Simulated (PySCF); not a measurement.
A geometry optimisation, step by step.

H₆OSiSn.
Atom-mapped SMILES: `[SiH3:1][O:2][SnH3:3]` (hydrogens: H4, H5, H6 on Si1; H7, H8, H9 on Sn3)

Computed by this run: PySCF 2.14.0, PBE0-D3(BJ)/def2-SVP geometry optimisation, gas phase, def2 core potentials past Kr; density fitting, grid level 1; the optimiser is geomeTRIC in internal coordinates, started from a GFN2-xTB structure with every atom displaced at random (about 0.01 Å). The frame can shift and turn from step to step; on so coarse a grid that alone can change the energy by a few meV, and forces under 0.02 eV/Å are noise.

Step 0: E = -15844.3279 eV, largest atomic force 1.671 eV/Å
```
atom  x, y, z in Å  |  force x, y, z in eV/Å
Si1     1.681    0.240    0.278   -1.354   0.806  -0.557
O2      0.162    0.224   -0.344    0.401   0.005  -0.075
Sn3    -1.719   -0.262   -0.223    0.191   0.073   0.517
H4      2.152   -1.101    0.502    0.600  -1.026   0.265
H5      2.427    0.939   -0.768    0.789   0.224  -0.161
H6      1.637    1.007    1.535    0.339   0.192   0.500
H7     -1.727   -1.920   -0.072   -0.151  -0.730   0.056
H8     -2.260    0.321   -1.661   -0.548   0.296  -0.844
H9     -2.296    0.533    1.146   -0.268   0.159   0.298
```

Step 1: E = -15844.5190 eV, largest atomic force 0.684 eV/Å
```
atom  x, y, z in Å  |  force x, y, z in eV/Å
Si1     1.692    0.280    0.260   -0.040  -0.053   0.014
O2      0.178    0.250   -0.368   -0.668  -0.142  -0.043
Sn3    -1.757   -0.273   -0.231    0.468   0.117  -0.052
H4      2.221   -1.101    0.511   -0.002   0.000   0.013
H5      2.606    0.960   -0.705    0.038   0.018  -0.011
H6      1.738    1.027    1.558    0.012   0.011   0.045
H7     -1.806   -1.997   -0.071    0.009   0.284  -0.039
H8     -2.417    0.304   -1.721    0.092  -0.123   0.281
H9     -2.397    0.533    1.160    0.091  -0.111  -0.207
```

Step 2: E = -15844.5406 eV, largest atomic force 0.194 eV/Å
```
atom  x, y, z in Å  |  force x, y, z in eV/Å
Si1     1.670    0.277    0.256    0.059  -0.015   0.047
O2      0.160    0.254   -0.383    0.153   0.081  -0.087
Sn3    -1.734   -0.266   -0.233   -0.075  -0.033   0.025
H4      2.188   -1.108    0.510   -0.014   0.001   0.000
H5      2.601    0.956   -0.697   -0.008  -0.003   0.007
H6      1.711    1.017    1.560   -0.009  -0.004  -0.003
H7     -1.770   -1.964   -0.071   -0.010  -0.083   0.001
H8     -2.412    0.287   -1.692   -0.055   0.013  -0.058
H9     -2.356    0.529    1.142   -0.042   0.043   0.068
```

Step 3: E = -15844.5432 eV, largest atomic force 0.098 eV/Å
```
atom  x, y, z in Å  |  force x, y, z in eV/Å
Si1     1.674    0.278    0.256    0.013  -0.026   0.052
O2      0.167    0.261   -0.393   -0.005   0.045  -0.087
Sn3    -1.733   -0.264   -0.235    0.017  -0.013   0.047
H4      2.183   -1.110    0.511   -0.003  -0.001   0.000
H5      2.613    0.955   -0.689   -0.006  -0.001   0.002
H6      1.707    1.015    1.562   -0.001  -0.001  -0.001
H7     -1.767   -1.967   -0.071   -0.001  -0.009  -0.004
H8     -2.429    0.283   -1.693   -0.011   0.000  -0.008
H9     -2.356    0.533    1.145   -0.003   0.005  -0.001
```

Step 4: E = -15844.5451 eV, largest atomic force 0.104 eV/Å
```
atom  x, y, z in Å  |  force x, y, z in eV/Å
Si1     1.672    0.277    0.255   -0.014  -0.029   0.050
O2      0.172    0.272   -0.411   -0.042   0.037  -0.088
Sn3    -1.727   -0.260   -0.238    0.019  -0.019   0.048
H4      2.168   -1.115    0.511    0.004  -0.001   0.001
H5      2.626    0.953   -0.676   -0.002   0.000  -0.002
H6      1.693    1.009    1.565    0.003   0.000   0.001
H7     -1.753   -1.966   -0.070    0.003   0.024  -0.004
H8     -2.447    0.276   -1.691    0.017  -0.003   0.015
H9     -2.345    0.539    1.147    0.012  -0.009  -0.022
```

Step 5: E = -15844.5510 eV, largest atomic force 0.106 eV/Å
```
atom  x, y, z in Å  |  force x, y, z in eV/Å
Si1     1.655    0.273    0.251   -0.074  -0.018   0.020
O2      0.189    0.321   -0.497   -0.088   0.008  -0.059
Sn3    -1.698   -0.246   -0.245   -0.002  -0.029   0.041
H4      2.093   -1.138    0.508    0.017  -0.003   0.005
H5      2.671    0.938   -0.617    0.011   0.002  -0.009
H6      1.623    0.981    1.572    0.009   0.000   0.007
H7     -1.686   -1.954   -0.060    0.011   0.080   0.005
H8     -2.505    0.247   -1.672    0.076   0.000   0.047
H9     -2.283    0.563    1.153    0.041  -0.040  -0.057
```

Step 6: E = -15844.5534 eV, largest atomic force 0.081 eV/Å
```
atom  x, y, z in Å  |  force x, y, z in eV/Å
Si1     1.635    0.269    0.245   -0.062   0.004  -0.010
O2      0.197    0.355   -0.559   -0.060  -0.017  -0.005
Sn3    -1.676   -0.238   -0.247   -0.026  -0.020   0.008
H4      2.036   -1.153    0.503    0.014  -0.003   0.004
H5      2.694    0.925   -0.577    0.012   0.001  -0.007
H6      1.565    0.962    1.574    0.005  -0.001   0.006
H7     -1.632   -1.944   -0.050    0.009   0.070   0.010
H8     -2.529    0.230   -1.655    0.072   0.004   0.037
H9     -2.232    0.577    1.157    0.034  -0.037  -0.043
```

Step 7: E = -15844.5548 eV, largest atomic force 0.032 eV/Å
```
atom  x, y, z in Å  |  force x, y, z in eV/Å
Si1     1.632    0.269    0.244   -0.030   0.005  -0.007
O2      0.193    0.352   -0.558   -0.019  -0.010  -0.004
Sn3    -1.678   -0.241   -0.246   -0.007  -0.003  -0.005
H4      2.037   -1.151    0.503    0.007  -0.001   0.002
H5      2.689    0.926   -0.580    0.004  -0.001  -0.002
H6      1.563    0.963    1.573    0.003   0.000   0.003
H7     -1.634   -1.942   -0.045    0.003   0.020   0.009
H8     -2.514    0.234   -1.656    0.029   0.004   0.011
H9     -2.230    0.573    1.157    0.011  -0.014  -0.007
```

Step 8: E = -15844.5550 eV, largest atomic force under 0.02 eV/Å
```
atom  x, y, z in Å  |  force x, y, z in eV/Å
Si1     1.629    0.270    0.244    0.000   0.004   0.001
O2      0.190    0.348   -0.558    0.011  -0.004  -0.005
Sn3    -1.680   -0.243   -0.245   -0.007   0.004  -0.002
H4      2.039   -1.150    0.504    0.000   0.000   0.000
H5      2.685    0.926   -0.582    0.000   0.000   0.001
H6      1.561    0.965    1.571   -0.001   0.000   0.000
H7     -1.636   -1.942   -0.041   -0.001  -0.002   0.005
H8     -2.502    0.239   -1.659   -0.001   0.001  -0.002
H9     -2.229    0.570    1.158   -0.001  -0.003   0.003
```

Q: Summarise the path.

A: The energy falls by 5.24 kcal/mol from step 0 to step 8; nine tenths of that is first reached at step 2. It falls at every step. The largest force goes from 1.671 to under 0.02 eV/Å. Among the bonds Sn3–H8 changes most, from 1.643 to 1.706 Å; the atoms move by 0.174 Å rms after alignment.

What follows is the cost of the whole optimisation. On an Intel Xeon Platinum 8488C with one thread, no GPU (shared host), this took 25 s of wall time and 0.38 GiB of memory at its peak.
